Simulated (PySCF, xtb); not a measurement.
C2H6GeN2, SMILES [NH2][Ge@H]1[CH]=N[CH2]1.

xtb 6.7.1 with GFN2-xTB at its own geometry gives an orbital gap of 3.21 eV and a dipole moment of 2.38 D.

Geometry optimised at PBE0-D3(BJ)/def2-SVP. The structure was generated by enumeration; whether it is a known compound was not checked. Other conformers were not sampled.

Problem. What does PySCF with PBE0/def2-TZVP give? (The exact figures need the calculation; the answer reports its results.)

Solution. gap 6.06 eV (levels -6.75 and -0.70 eV), dipole 2.49 D.
